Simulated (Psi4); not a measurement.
Pair of molecules, SMILES C with SMILES CN (the first has 5 atoms); geometry from B3LYP-D3(BJ)/def2-TZVP, rigid monomers moved along the line of their centres of mass till H3···N7 is 2.34 Å.
(charge 0, multiplicity 1):
```xyz
12

C      0.06535     0.01999     0.07015
H      0.93318    -0.63723     0.01232
H     -0.46566    -0.15390     1.00591
H      0.39821     1.05703     0.02352
H     -0.59432    -0.18274    -0.77340
C      0.49859     0.08052     3.54623
N     -0.88482    -0.32683     3.30360
H      0.66842     1.05947     3.09555
H      1.17121    -0.62157     3.05135
H      0.78739     0.13907     4.60421
H     -1.53279     0.31841     3.73874
H     -1.06640    -1.24151     3.69849
```

Level of theory: SAPT0/jun-cc-pV(D+d)Z (Psi4).

Which attractive term is largest, and how does the interaction split up?

electrostatics -129.2, exchange 253.4, induction -46.1, dispersion -83.0, total -4.9 meV; the largest attraction is electrostatics.
